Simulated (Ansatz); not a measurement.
C$_{2}$H$_{6}$AlGaO, relaxed with RKS PBE-D4/def2-SVP in the Gaussian-basis code of Ansatz from a rough embedded geometry. The force threshold is 0.03 eV/Å; the program also tests the step.

Charge 0, multiplicity 1. The bonds changed during the relaxation, so this is another structure than the one it started from.

Start:

```xyz
11

C     0.067    0.937   -1.086
C    -0.964    0.104   -1.144
O    -0.892   -1.166   -0.548
Ga    1.449   -1.161    0.391
Al   -0.007    0.136    2.807
H     0.048    1.887   -1.631
H     1.022    0.632   -0.649
H    -1.854    0.443   -1.603
H     1.240   -2.176   -0.497
H     1.066   -0.618    1.927
H    -1.176    0.982    2.033
```

Q: How much energy does the relaxation release, and in how many steps? (Best estimate.)

A: The calculation gave: 504.67 kJ/mol, in 36 steps, 1 of them rejected.

Q: Which bonds change most? (An estimate is asked.)

A: The calculation gave: Ga4–H11 from 3.766 to 1.572 Å; O3–Al5 from 3.705 to 1.899 Å; O3–Ga4 from 2.522 to 2.049 Å; Ga4–H9 from 1.365 to 1.572 Å.

Q: Give the relaxed structure. (An estimate is asked.)

A: Computed: 
```xyz
11

C    -0.104    1.120   -1.535
C    -0.991    0.476   -0.760
O    -0.661   -0.288    0.325
Ga    1.184   -0.721    1.105
Al   -1.671   -1.283    1.588
H    -0.462    1.714   -2.387
H     0.981    1.076   -1.348
H    -2.080    0.523   -0.948
H     1.885   -1.657    0.054
H     0.207   -1.581    2.174
H     1.711    0.621    1.732
```
